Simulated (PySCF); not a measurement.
Isomers of C8H11NS, one GFN2-xTB conformer each. Single-point energies are computed at PBE0/pcSseg-1 (PySCF, gas phase, no added dispersion term), electronic only.

**Question.** Rank them by PBE0/pcSseg-1 energy, lowest first (kcal/mol).
A. `[cH:1]1[cH:2][c:3]([N:4]2[CH2:5][CH2:6][CH2:7][CH2:8]2)[cH:9][s:10]1` with C2–C3–N4–C5 26°, C3–N4–C5–C6 149°, N4–C5–C6–C7 26°, C5–C6–C7–C8 -38°, C6–C7–C8–N4 36°
B. `[CH3:1][CH2:2][c:3]1[cH:4][cH:5][c:6]([S:7][CH3:8])[n:9][cH:10]1` with C1–C2–C3–C4 87°, C5–C6–S7–C8 180°
C. `[CH3:1][CH2:2][NH:3][C:4](=[S:5])[C:6]#[C:7][CH:8]1[CH2:9][CH2:10]1` with C1–C2–N3–C4 -82°, C2–N3–C4–S5 174°
D. `[CH:1]#[C:2]/[CH:3]=[CH:4]\[C:5](=[S:6])[CH2:7][CH2:8][NH:9][CH3:10]` with C3–C4–C5–S6 9°, C4–C5–C7–C8 -82°, C5–C7–C8–N9 -174°, C7–C8–N9–C10 -65°
E. `[CH3:1][S:2][c:3]1[cH:4][cH:5][cH:6][c:7]([CH2:8][NH2:9])[cH:10]1` with C1–S2–C3–C4 -3°, C6–C7–C8–N9 -90°, C7–C8–N9–H -60° and 58°

**Answer.** B (0.0), E (6.0), A (12.2), C (59.4), D (83.3).

As drawn, the lowest has an aromatic ring, which the highest lacks; the highest has a C≡C bond, an N–H bond and a C=S bond, which the lowest lacks. GFN2-xTB itself gives, in the same order: 2.5, 18.1, 0.0, 49.9, 77.0. GFN2-xTB puts c1cc(N2CCCC2)cs1 lowest instead; measured from each level's own lowest isomer, the values differ by up to 12.2 kcal/mol (c1cc(N2CCCC2)cs1: 0.0 against 12.2).

**Question.** Which frontier levels, dipoles and rotational constants go with these structures?

**Answer.** 
| SMILES | HOMO (eV, PBE0/pcSseg-1) | LUMO (eV) | dipole (D) | A, B, C (MHz) |
| --- | --- | --- | --- | --- |
| CCc1ccc(SC)nc1 | -6.11 | -0.71 | 1.84 | 3313, 579.5, 519.9 |
| CSc1cccc(CN)c1 | -6.12 | -0.35 | 2.50 | 2378, 643.0, 530.2 |
| c1cc(N2CCCC2)cs1 | -5.32 | 0.01 | 2.44 | 3466, 644.8, 559.6 |
| CCNC(=S)C#CC1CC1 | -5.87 | -1.51 | 5.63 | 1469, 643.7, 483.0 |
| C#C/C=C\C(=S)CCNC | -5.90 | -2.81 | 2.39 | 2904, 500.2, 445.5 |
